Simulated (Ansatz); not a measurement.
Reaction (stannylene formation by 1,1-elimination): `[NH2][SnH]([F])[O][SiH3]` → H–F + `[NH2][Sn][O][SiH3]`

Computed with Ansatz on PBE0-D4/def2-TZVP structures; ΔE is electronic, products minus reactants. CBS: MP2 limit from def2 TZ/QZ plus the TZ coupled-cluster correction, frozen cores. This one scheme is used for every species. DFT in def2-TZVPP. B3LYP here is the variant with VWN-RPA as its local correlation; programs differ in this. def2 core potentials past Kr. For Sn outer-core shells are correlated without core-valence functions, which leaves a few kJ/mol of doubt a bond. Each species was taken in one conformer, which may not be the lowest.

(1) Is it downhill or uphill in electronic energy at CCSD(T)/CBS, and by how much? (Estimate.)

(2) What do these levels give: PBE-D4, PBE0-D4, ωB97X-V, ωB97M-V, r2SCAN, B3LYP, MP2/def2-TZVPP, SCS-MP2/def2-TZVPP, CCSD/def2-TZVPP, CCSD(T)/def2-TZVPP, HF/def2-QZVPP, CCSD/CBS(def2)? (Best estimate.)

Largest T1 diagnostic among the species: 0.016.

Results:

(1) The calculation gave: Uphill: ΔE = +0.24 eV.

(2) The calculation gave: PBE-D4 0.07, PBE0-D4 0.20, ωB97X-V 0.41, ωB97M-V 0.26, r2SCAN 0.27, B3LYP 0.00, MP2/def2-TZVPP 0.15, SCS-MP2/def2-TZVPP 0.17, CCSD/def2-TZVPP 0.24, CCSD(T)/def2-TZVPP 0.24, HF/def2-QZVPP 0.38, CCSD/CBS(def2) 0.23 eV.

From PBE to PBE0 (25 % exact exchange), in def2-TZVPP and without D4, ΔE moves by +0.13 eV. The D4 term adds +0.04 eV with B3LYP and +0.02 eV with PBE0; it sums over pairs of atoms, weighted by their polarisabilities, and B3LYP, whose exchange is more repulsive, gets the larger term.
